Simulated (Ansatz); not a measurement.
Correlation energies of `[OH][Ga]([Cl])[Cl]` by basis set

Z-matrix (Å, degrees):
```
Ga
O 1 1.765
Cl 1 2.123 2 120.6
Cl 1 2.109 2 118.8 3 -180.0
H 2 0.961 1 112.9 3 -0.1
```

Charge 0, multiplicity 1. Correlated methods include outer-core shells of Ga, which these sets cover unevenly. Scalar relativity is left out up to krypton. The geometry is a stationary point of PBE0-D4/def2-TZVP. It is one conformer, not always the lowest. Frozen core, restricted reference, Ansatz 0.2.0.

```
     basis  HF (Eh)  MP2 corr.  CCSD corr.       (T)  CCSD(T) total
  def2-SVP        ?   -0.65760    -0.67289  -0.01703              ?
def2-TZVPP        ?   -0.83268    -0.85661  -0.03566              ?
def2-QZVPP        ?          ?           –         –              –
```

Question: Fill in the withheld values. (Best estimate.)

Answer: The calculation gave: def2-SVP HF (Eh): -2917.24798; def2-SVP CCSD(T) total: -2917.93790; def2-TZVPP HF (Eh): -2917.91126; def2-TZVPP CCSD(T) total: -2918.80353; def2-QZVPP HF (Eh): -2917.98042; def2-QZVPP MP2 corr.: -1.13864.
